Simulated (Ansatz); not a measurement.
**Question.** Name a neutral molecule of C, N, O, Si and H with LUMO energy (PBE0/def2-TZVPP) between 0.80 and 1.10 eV and HOMO energy (B3LYP/def2-TZVPP) between -8.00 and -7.70 eV (Ansatz, PBE0-D4/def2-TZVP geometry).

**Answer.** `N[SiH]1OCO1` (0.88 eV, -7.76 eV). Other molecules can fit too; these were computed, each in one conformer that needn't be the lowest.

B3LYP here is the variant with VWN-RPA as its local correlation; programs differ in this.
